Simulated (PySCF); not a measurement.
# Computed beside measured shifts: C11H27ClS2Si2

System: C11H27ClS2Si2 (measured compound), SMILES CCCCS[Si](C)(C)[Si@@](C)(Cl)SCCCC.

Atom-mapped SMILES (hydrogens are numbered by the atom that bears them): [CH3:1][CH2:2][CH2:3][CH2:4][S:5][Si:6]([CH3:7])([CH3:8])[Si@@:9]([CH3:10])([Cl:11])[S:12][CH2:13][CH2:14][CH2:15][CH3:16]

Level of theory: GIAO PBE0/pcSseg-2, gas phase, PySCF SCF with an in-house response code, fitting set def2-universal-JFIT up to Ne and JKFIT beyond, grid level 2, non-relativistic, geometry: PBE0-D3(BJ)/def2-SVP.

One optimised conformer. Values are averaged over the atoms that symmetry or fast rotation interchanges, on this one geometry and without vibrational averaging. Shifts are the reference shielding less the shielding here, at the same level (13C, 1H, 29Si against isolated TMS; 33S against isolated CS2); nuclei without a reference have shieldings only.

What shifts does this level give for Si9, Si6, and how do they compare with measurement?


```json
{"atom": "Si9", "nucleus": "29Si", "computed / ppm": "31.9", "measured / ppm": "23.1", "computed less measured": "8.8", "measured against": "TMS", "medium of the measurement": "solution"}
{"atom": "Si6", "nucleus": "29Si", "computed / ppm": "-2.1", "measured / ppm": "-1.2", "computed less measured": "-0.9", "measured against": "TMS", "medium of the measurement": "solution"}
```

Measured values: U. Herzog, Habilitationsschrift, TU Bergakademie Freiberg, 2002/2003.
